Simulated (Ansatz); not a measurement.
The cluster B4F⁻. The state is a singlet with charge -1. Geometry PBE-D4/def2-SVPD; atoms count from 1.

```xyz
5

B    -0.1475   -0.7191    0.3464
B     0.2021    0.8561    0.5334
B     0.3376    1.6453   -0.7926
B     0.0039    0.1494   -1.0178
F    -0.3961   -1.9317    0.9306
```

The restricted singlet is unstable: a solution with broken spin symmetry lies lower. The geometry of the singlet was relaxed on an unsound state (restricted singlet, unstable towards broken spin symmetry at other levels and untested here). The structure comes from a short search, and lower isomers may exist.

Q: Estimate the Mulliken populations from the PBE0/def2-TZVPD orbitals of Ansatz.

A: 
| atom | charge (e) |
| --- | --- |
| B1 | -0.30 |
| B2 | 0.20 |
| B3 | -0.64 |
| B4 | 0.20 |
| F5 | -0.46 |
Mulliken values and Mayer orders depend strongly on the basis. With diffuse functions, as here, like atoms can get unlike values, and bond orders can come out too low or too high.

Q: And the Mayer bond orders between bonded heavy atoms (over 0.3)?

A: B1–B2 0.80 (1.62 Å); B1–B4 0.80 (1.62 Å); B1–F5 0.99 (1.37 Å); B2–B3 1.34 (1.55 Å); B2–B4 0.81 (1.72 Å); B3–B4 1.34 (1.55 Å). Values over 0.3 also appear between atoms too far apart for a bond (B1–B3 1.21 at 2.67 Å); they arise where an orbital or an unpaired electron spreads over both atoms.
